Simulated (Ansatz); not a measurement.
One change: `C[SiH2][SiH]([AlH2])Cl` becomes `C[SiH2][SiH](F)Cl`.

Ansatz, PBE0-D4/def2-TZVP geometries, multiplicity 1. Each molecule was computed in one conformer, which needn't be the lowest.

```
                                          property  `C[SiH2][SiH]([AlH2])Cl`
                 LUMO energy (PBE/def2-TZVPP) / eV                     -2.98
size of the dipole moment (ωB97M-V/def2-TZVPP) / D                      2.20
               HOMO energy (B3LYP/def2-TZVPP) / eV                     -6.97
               HOMO–LUMO gap (PBE/def2-TZVPP) / eV                      3.12
                HOMO energy (PBE0/def2-TZVPP) / eV                     -7.16
             LUMO energy (ωB97M-V/def2-TZVPP) / eV                     -0.63
```

Task: Give the same properties after the change, and the shifts. (Best estimate.)

Result: Ansatz gave: 
| property | `C[SiH2][SiH](F)Cl` | shift |
| --- | --- | --- |
| LUMO energy (PBE/def2-TZVPP) / eV | -1.32 | 1.66 |
| size of the dipole moment (ωB97M-V/def2-TZVPP) / D | 1.79 | -0.41 |
| HOMO energy (B3LYP/def2-TZVPP) / eV | -7.92 | -0.95 |
| HOMO–LUMO gap (PBE/def2-TZVPP) / eV | 5.58 | 2.46 |
| HOMO energy (PBE0/def2-TZVPP) / eV | -8.11 | -0.95 |
| LUMO energy (ωB97M-V/def2-TZVPP) / eV | 1.25 | 1.88 |

With PBE0 the HOMO falls by 0.95 eV and the LUMO rises by 1.77 eV, so the gap widens by about 2.72 eV. PBE moves the HOMO by -0.78 eV and ωB97M-V by -1.08 eV. Dipoles are sizes alone; their direction can turn.

B3LYP here is the variant with VWN-RPA as its local correlation; programs differ in this.
